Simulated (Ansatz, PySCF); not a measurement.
Molecule: hydrogen bromide, HBr (charge 0, singlet). SMILES: Br
Coordinates optimised at B3LYP-D3(BJ)/def2-TZVP (Ansatz, a quantum-chemistry and plane-wave program):
```xyz
2

Br     0.0000     0.0000    -0.0396
H      0.0000     0.0000     1.3852
```

Property: atomisation energy, in kcal/mol. Set-up: UHF or UKS for open shells; 6-31G* and kin with 6d, 5d where marked; spin-orbit terms left out; frozen cores in correlated levels (noble-gas shells and the d and f shells of earlier blocks); atomisation electronic, to ground-state atoms; LANL2DZ with its own core potentials from Na on; non-relativistic. First-principles rows: single points at B3LYP-D3(BJ) geometries (Ansatz).

```tsv
level	program	atomisation energy (kcal/mol)
HF/STO-3G	Ansatz	78.3
HF/6-31G*	Ansatz	61.8
SVWN5/6-31G*	Ansatz	103.4
PBE/STO-3G	Ansatz	109.0
PBE/3-21G	Ansatz	83.4
PBE/def2-SVP	Ansatz	92.4
PBE/6-31G* with LANL2DZ past Ar	Ansatz	79.9
BP86/def2-SVP	PySCF	95.0
B3LYP/STO-3G	Ansatz	107.2
B3LYP/3-21G	Ansatz	81.9
B3LYP/LANL2DZ	Ansatz	79.5
B3LYP/6-31G*	Ansatz	89.0
B3LYP/6-31G* with LANL2DZ past Ar	Ansatz	78.0
PBE0/6-31G* with LANL2DZ past Ar	Ansatz	77.3
M06-2X/6-31G* with LANL2DZ past Ar (5d)	PySCF	79.2
r2SCAN-D4/def2-TZVPD	Ansatz + dftd4	93.3
B2PLYP-D3(BJ)/def2-TZVPD	Ansatz + dftd3	90.9
```

No value to compare with is used here. The 15 habitual levels span 61.8 (HF/6-31G*) to 109.0 kcal/mol (PBE/STO-3G); B2PLYP-D3(BJ)/def2-TZVPD gives 90.9.

The levels are drawn from those run, B3LYP/6-31G* more often than the rest, none by its result; runs whose electronic state is in doubt are left out.
